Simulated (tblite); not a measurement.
A geometry optimisation, step by step.

Species: C4H5BrN2Si2.
Numbering: `[N:1]#[C:2][C:3]#[C:4][Si@@:5]1([Br:6])[CH2:7][NH:8][SiH2:9]1` (hydrogens: H10, H11 on C7; H12 on N8; H13, H14 on Si9)

Computed with GFN2-xTB (tblite), gas phase: L-BFGS steps from a force-field or distance-geometry start until the largest atomic force falls under 0.01 eV/Å. 13 of its 101 geometries are shown.

Step 0: E = -663.2944 eV, largest atomic force 4.043 eV/Å
```
atom  x, y, z in Å  |  force x, y, z in eV/Å
N1      4.930   -0.052    2.379   -3.331  -0.063  -2.290
C2      3.962   -0.070    1.712   -0.547  -0.027  -0.372
C3      2.704   -0.108    0.847    3.155   0.115   2.134
C4      1.706   -0.121    0.153    0.965  -0.306   0.648
Si5     0.188   -0.174   -0.876    0.518  -0.519  -0.340
Br6     0.593   -0.771   -2.954    0.294  -0.324  -0.554
C7     -1.345   -1.082   -0.156    0.403  -0.427   0.690
N8     -1.899    0.135    0.508   -1.125  -1.227  -0.426
Si9    -1.362    1.366   -0.549   -0.978   2.926   0.114
H10    -1.079   -1.883    0.553   -0.468   0.253   0.067
H11    -1.994   -1.519   -0.930    0.111   0.179   0.222
H12    -2.923    0.134    0.610    0.753  -0.468   0.479
H13    -1.068    2.578    0.265   -0.183  -0.360  -0.389
H14    -2.413    1.542   -1.585    0.435   0.247   0.018
```

Step 8: E = -664.2169 eV, largest atomic force 0.919 eV/Å
```
atom  x, y, z in Å  |  force x, y, z in eV/Å
N1      4.804   -0.054    2.294    0.066   0.025   0.059
C2      3.858   -0.068    1.641    0.283   0.001   0.182
C3      2.747   -0.105    0.868    0.513   0.025   0.337
C4      1.764   -0.210    0.179   -0.697  -0.227  -0.554
Si5     0.244   -0.132   -0.852   -0.664  -0.083  -0.487
Br6     0.656   -0.828   -2.989    0.086   0.015   0.368
C7     -1.284   -1.095   -0.130   -0.162   0.071  -0.012
N8     -1.944    0.107    0.397    0.016   0.015   0.130
Si9    -1.414    1.469   -0.521   -0.136  -0.069  -0.045
H10    -1.153   -1.869    0.633    0.096   0.222   0.039
H11    -1.930   -1.521   -0.909    0.330  -0.197  -0.098
H12    -2.891   -0.014    0.726    0.141  -0.116   0.100
H13    -1.096    2.644    0.279   -0.125   0.000  -0.018
H14    -2.364    1.650   -1.636    0.253   0.317   0.001
```

Step 17: E = -664.3692 eV, largest atomic force 0.376 eV/Å
```
atom  x, y, z in Å  |  force x, y, z in eV/Å
N1      4.759   -0.033    2.273    0.056   0.022   0.044
C2      3.825   -0.087    1.606    0.032  -0.048   0.008
C3      2.715   -0.154    0.823    0.018  -0.018  -0.007
C4      1.727   -0.273    0.126    0.081   0.014   0.091
Si5     0.195   -0.100   -0.876   -0.196  -0.001  -0.321
Br6     0.745   -0.890   -2.921    0.011   0.000   0.075
C7     -1.278   -1.094   -0.133   -0.009   0.039   0.102
N8     -1.996    0.086    0.357   -0.017   0.058  -0.195
Si9    -1.472    1.480   -0.508   -0.033   0.107   0.013
H10    -1.086   -1.784    0.687    0.065  -0.078   0.011
H11    -1.830   -1.633   -0.916   -0.044   0.005   0.166
H12    -2.866   -0.073    0.844    0.064  -0.007  -0.109
H13    -1.182    2.658    0.305   -0.052  -0.084   0.098
H14    -2.256    1.869   -1.690    0.024  -0.011   0.024
```

Step 25: E = -664.4041 eV, largest atomic force 0.156 eV/Å
```
atom  x, y, z in Å  |  force x, y, z in eV/Å
N1      4.739   -0.020    2.264    0.018  -0.036   0.004
C2      3.815   -0.120    1.587   -0.022   0.013  -0.018
C3      2.707   -0.197    0.798   -0.003   0.038   0.019
C4      1.700   -0.244    0.120    0.027  -0.020  -0.006
Si5     0.177   -0.089   -0.919   -0.024   0.070  -0.137
Br6     0.801   -0.944   -2.916   -0.018   0.012   0.049
C7     -1.264   -1.087   -0.129    0.018  -0.031   0.012
N8     -2.019    0.091    0.287    0.017  -0.006   0.004
Si9    -1.485    1.512   -0.517    0.119  -0.051   0.018
H10    -1.011   -1.723    0.721    0.015   0.046   0.102
H11    -1.833   -1.708   -0.829    0.019   0.006  -0.051
H12    -2.858   -0.074    0.812   -0.140   0.013  -0.011
H13    -1.248    2.618    0.408   -0.013  -0.053  -0.018
H14    -2.221    1.959   -1.708   -0.014  -0.001   0.035
```

Step 33: E = -664.4145 eV, largest atomic force 0.075 eV/Å
```
atom  x, y, z in Å  |  force x, y, z in eV/Å
N1      4.731   -0.047    2.249    0.022  -0.022   0.015
C2      3.800   -0.122    1.578    0.017   0.009   0.013
C3      2.691   -0.180    0.791    0.029   0.010   0.007
C4      1.697   -0.237    0.097    0.018   0.020   0.000
Si5     0.175   -0.084   -0.943   -0.030   0.004   0.000
Br6     0.816   -0.968   -2.918   -0.046   0.017   0.031
C7     -1.248   -1.082   -0.110   -0.007  -0.013  -0.014
N8     -2.035    0.088    0.262    0.001  -0.001   0.003
Si9    -1.475    1.510   -0.513    0.019   0.020   0.002
H10    -0.983   -1.670    0.771    0.007  -0.014  -0.018
H11    -1.797   -1.732   -0.798    0.013  -0.071   0.019
H12    -2.899   -0.074    0.750   -0.052  -0.026  -0.012
H13    -1.264    2.586    0.449    0.050   0.040   0.014
H14    -2.210    1.987   -1.686   -0.040   0.029  -0.057
```

Step 42: E = -664.4237 eV, largest atomic force 0.087 eV/Å
```
atom  x, y, z in Å  |  force x, y, z in eV/Å
N1      4.742   -0.103    2.251    0.007   0.010   0.009
C2      3.810   -0.120    1.578    0.016  -0.017   0.002
C3      2.700   -0.139    0.789    0.033  -0.023  -0.005
C4      1.715   -0.206    0.083   -0.015   0.026   0.024
Si5     0.173   -0.066   -0.929   -0.024  -0.083  -0.010
Br6     0.767   -0.971   -2.909   -0.018   0.024   0.016
C7     -1.238   -1.086   -0.094    0.018   0.018  -0.004
N8     -2.069    0.075    0.219   -0.020  -0.033  -0.027
Si9    -1.487    1.515   -0.508    0.042  -0.033  -0.007
H10    -0.965   -1.631    0.816   -0.019   0.046  -0.049
H11    -1.757   -1.790   -0.756    0.058   0.052   0.038
H12    -2.959   -0.104    0.651   -0.039  -0.008   0.035
H13    -1.212    2.578    0.457   -0.004  -0.006   0.004
H14    -2.220    2.021   -1.670   -0.035   0.026  -0.024
```

Step 50: E = -664.4273 eV, largest atomic force 0.038 eV/Å
```
atom  x, y, z in Å  |  force x, y, z in eV/Å
N1      4.747   -0.121    2.255    0.007   0.006  -0.002
C2      3.822   -0.130    1.573    0.011  -0.009   0.000
C3      2.715   -0.140    0.779    0.002  -0.008   0.006
C4      1.716   -0.182    0.090    0.004  -0.016  -0.006
Si5     0.172   -0.064   -0.924   -0.012  -0.003  -0.005
Br6     0.747   -0.971   -2.907    0.005   0.017   0.017
C7     -1.233   -1.079   -0.084    0.020  -0.022  -0.008
N8     -2.102    0.066    0.174    0.022  -0.029  -0.011
Si9    -1.492    1.513   -0.516   -0.026  -0.002   0.014
H10    -0.957   -1.588    0.845   -0.025   0.019   0.001
H11    -1.721   -1.817   -0.730    0.014   0.006   0.010
H12    -2.985   -0.123    0.618    0.000   0.038  -0.006
H13    -1.201    2.558    0.464    0.001   0.004   0.012
H14    -2.228    2.054   -1.660   -0.023  -0.001  -0.021
```

Step 58: E = -664.4286 eV, largest atomic force 0.034 eV/Å
```
atom  x, y, z in Å  |  force x, y, z in eV/Å
N1      4.755   -0.127    2.252    0.015  -0.002  -0.002
C2      3.830   -0.141    1.569    0.010   0.003   0.009
C3      2.721   -0.148    0.778    0.011  -0.009   0.008
C4      1.721   -0.185    0.090   -0.011  -0.008  -0.007
Si5     0.174   -0.057   -0.918   -0.027   0.001   0.021
Br6     0.744   -0.960   -2.899    0.015   0.001  -0.022
C7     -1.228   -1.077   -0.077    0.000  -0.007   0.001
N8     -2.118    0.060    0.142    0.000  -0.008  -0.001
Si9    -1.500    1.515   -0.522    0.003  -0.001   0.003
H10    -0.964   -1.561    0.867    0.013   0.009   0.004
H11    -1.694   -1.836   -0.714   -0.007   0.012   0.001
H12    -2.997   -0.120    0.596   -0.013  -0.007  -0.004
H13    -1.200    2.547    0.471   -0.006   0.016  -0.002
H14    -2.244    2.063   -1.657   -0.004   0.000  -0.008
```

Step 67: E = -664.4294 eV, largest atomic force 0.035 eV/Å
```
atom  x, y, z in Å  |  force x, y, z in eV/Å
N1      4.771   -0.128    2.243    0.003  -0.003  -0.005
C2      3.841   -0.149    1.568    0.002  -0.006  -0.004
C3      2.727   -0.163    0.783    0.002   0.002  -0.001
C4      1.726   -0.198    0.097   -0.016   0.007   0.005
Si5     0.176   -0.053   -0.908   -0.028   0.009   0.019
Br6     0.754   -0.938   -2.898    0.003   0.002  -0.005
C7     -1.230   -1.074   -0.073   -0.002  -0.011   0.006
N8     -2.129    0.059    0.130    0.016  -0.004   0.003
Si9    -1.507    1.516   -0.524    0.008   0.002  -0.006
H10    -0.964   -1.545    0.878   -0.003  -0.002  -0.004
H11    -1.690   -1.841   -0.703    0.014   0.007   0.007
H12    -3.010   -0.125    0.580    0.000  -0.001  -0.006
H13    -1.210    2.557    0.463   -0.006  -0.002  -0.003
H14    -2.257    2.058   -1.659    0.009   0.000  -0.007
```

Step 75: E = -664.4301 eV, largest atomic force 0.016 eV/Å
```
atom  x, y, z in Å  |  force x, y, z in eV/Å
N1      4.787   -0.139    2.227    0.011  -0.009   0.001
C2      3.850   -0.162    1.561    0.009  -0.001   0.003
C3      2.731   -0.173    0.785    0.006   0.009   0.010
C4      1.720   -0.198    0.113    0.002   0.003  -0.009
Si5     0.175   -0.047   -0.896   -0.012   0.005   0.008
Br6     0.761   -0.913   -2.892    0.002  -0.006  -0.002
C7     -1.228   -1.072   -0.062    0.008  -0.002  -0.011
N8     -2.135    0.057    0.124   -0.007   0.004   0.003
Si9    -1.514    1.516   -0.528   -0.002   0.003  -0.007
H10    -0.966   -1.534    0.894   -0.004   0.005  -0.004
H11    -1.677   -1.848   -0.689    0.000  -0.001  -0.002
H12    -3.024   -0.132    0.554   -0.010   0.001   0.012
H13    -1.226    2.562    0.455   -0.008  -0.006   0.005
H14    -2.257    2.056   -1.668    0.006  -0.006  -0.007
```

Step 83: E = -664.4310 eV, largest atomic force 0.025 eV/Å
```
atom  x, y, z in Å  |  force x, y, z in eV/Å
N1      4.827   -0.172    2.195    0.002  -0.010   0.000
C2      3.874   -0.180    1.552    0.000   0.009   0.005
C3      2.739   -0.173    0.799    0.012  -0.001  -0.009
C4      1.722   -0.187    0.136   -0.008   0.002   0.002
Si5     0.175   -0.033   -0.871    0.003   0.001   0.004
Br6     0.777   -0.879   -2.873   -0.002  -0.012   0.005
C7     -1.231   -1.066   -0.053    0.006   0.003  -0.007
N8     -2.148    0.058    0.124    0.003  -0.003  -0.007
Si9    -1.533    1.515   -0.538    0.007  -0.002   0.006
H10    -0.977   -1.523    0.907   -0.005  -0.006  -0.002
H11    -1.668   -1.845   -0.684    0.002  -0.006  -0.002
H12    -3.041   -0.138    0.544    0.002   0.007  -0.003
H13    -1.275    2.563    0.449   -0.017   0.018  -0.003
H14    -2.242    2.035   -1.709   -0.007   0.001   0.011
```

Step 92: E = -664.4318 eV, largest atomic force 0.015 eV/Å
```
atom  x, y, z in Å  |  force x, y, z in eV/Å
N1      4.858   -0.208    2.172   -0.001   0.001   0.001
C2      3.897   -0.192    1.542    0.003  -0.003   0.002
C3      2.752   -0.169    0.803    0.012  -0.003   0.001
C4      1.724   -0.175    0.158   -0.011   0.001  -0.010
Si5     0.178   -0.022   -0.850    0.002   0.007   0.005
Br6     0.786   -0.868   -2.850    0.003  -0.009   0.003
C7     -1.232   -1.062   -0.047    0.006   0.012  -0.002
N8     -2.158    0.056    0.113    0.002  -0.002   0.002
Si9    -1.544    1.517   -0.541    0.000  -0.008   0.002
H10    -0.988   -1.515    0.917   -0.002  -0.007   0.002
H11    -1.655   -1.847   -0.682   -0.001   0.006   0.000
H12    -3.053   -0.141    0.527   -0.004  -0.004  -0.003
H13    -1.330    2.579    0.443    0.001   0.003   0.004
H14    -2.236    2.023   -1.728   -0.011   0.005  -0.006
```

Step 100: E = -664.4320 eV, largest atomic force 0.003 eV/Å
```
atom  x, y, z in Å  |  force x, y, z in eV/Å
N1      4.866   -0.217    2.169   -0.002  -0.002  -0.001
C2      3.905   -0.199    1.539    0.000   0.001  -0.002
C3      2.759   -0.170    0.802   -0.003  -0.001   0.000
C4      1.728   -0.169    0.161    0.000   0.001   0.003
Si5     0.179   -0.015   -0.843    0.001   0.001  -0.001
Br6     0.791   -0.875   -2.838    0.001  -0.001   0.001
C7     -1.231   -1.058   -0.045    0.000   0.002   0.000
N8     -2.159    0.057    0.117   -0.002   0.000  -0.001
Si9    -1.551    1.519   -0.543    0.000   0.000   0.003
H10    -0.991   -1.516    0.918    0.001   0.000  -0.001
H11    -1.650   -1.840   -0.686    0.000  -0.001   0.000
H12    -3.059   -0.145    0.518    0.002   0.000   0.000
H13    -1.345    2.583    0.440    0.002   0.000  -0.001
H14    -2.244    2.021   -1.732   -0.001  -0.002   0.000
```

Problem. Summarise the path.

Solution. The energy falls by 1.1376 eV from step 0 to step 100; nine tenths of that is first reached at step 12. It falls at every step. The largest force goes from 4.043 to 0.003 eV/Å. Among the bonds C2–C3 changes most, from 1.527 to 1.363 Å; the atoms move by 0.337 Å rms after alignment.

The cost below is that of the whole relaxation. Hardware: one thread of an Arm Neoverse V1, shared host with 32 logical CPUs at a one-minute load of 26. Cost: 1.1 s.
